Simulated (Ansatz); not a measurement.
`O[CH2][GeH2][SiH3]` → `[OH][GeH2][CH2][SiH3]`  (isomerisation)

Gas-phase electronic energies from Ansatz, PBE0-D4/def2-TZVP geometries. CCSD(T)/CBS adds triple-zeta CCSD(T) − MP2 to the extrapolated MP2 energy (def2 sets, frozen cores). DFT in def2-TZVPP. For Ge outer-core shells are correlated without core-valence functions, which leaves a few kJ/mol of doubt a bond. Scalar relativity is left out up to krypton. One conformer a species, not always the lowest.

```csv
level,ΔE (eV)
ωB97M-V,-1.31
r2SCAN,-1.26
SCS-MP2/def2-QZVPP,-1.44
HF/CBS(def2),-1.38
```

Problem. What does CCSD(T)/CBS give? (Best estimate.)

Solution. The calculation gave: -1.33 eV. The listed levels differ from it by 0.02, 0.07, -0.11, -0.05 eV.

Largest T1 diagnostic among the species: 0.011.

From PBE to PBE0 (25 % exact exchange), in def2-TZVPP and without D4, ΔE moves by −0.07 eV. The D4 term adds −0.04 eV with B3LYP and −0.02 eV with PBE0; it sums over pairs of atoms, weighted by their polarisabilities, and B3LYP, whose exchange is more repulsive, gets the larger term.

B3LYP here is the variant with VWN-RPA as its local correlation; programs differ in this.
